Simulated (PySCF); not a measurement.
Si(Cl)2(Me)(OH) (CH4Cl2OSi), SMILES C[Si](O)(Cl)Cl. The structure is a stationary point at PBE-D3(BJ)/def2-SVP. One conformer was computed; it need not be the lowest.

Q: Give the equilibrium geometry at PBE-D3(BJ)/def2-SVP (PySCF confirms it by a frequency run) as bond lengths and angles, and its point group. (The exact figures need the calculation; the answer reports its results.)

A: This is not unique; one that fits is point group Cs.
Atoms: C1 Si2 O3 Cl4 Cl5 H6 H7 H8 H9. Bonded distances (Å): C1–Si2 1.854, C1–H6 1.108, C1–H7 1.107, C1–H8 1.108, Si2–O3 1.663, Si2–Cl4 2.081, Si2–Cl5 2.081, O3–H9 0.974. Bond angles (°): Si2–C1–H6 110.0, Si2–C1–H7 110.3, Si2–C1–H8 110.0, H6–C1–H7 108.8, H6–C1–H8 108.9, H7–C1–H8 108.8, C1–Si2–O3 108.4, C1–Si2–Cl4 110.8, C1–Si2–Cl5 110.8, O3–Si2–Cl4 110.1, O3–Si2–Cl5 110.1, Cl4–Si2–Cl5 106.6, Si2–O3–H9 115.9.
Charge 0, spin multiplicity 1.
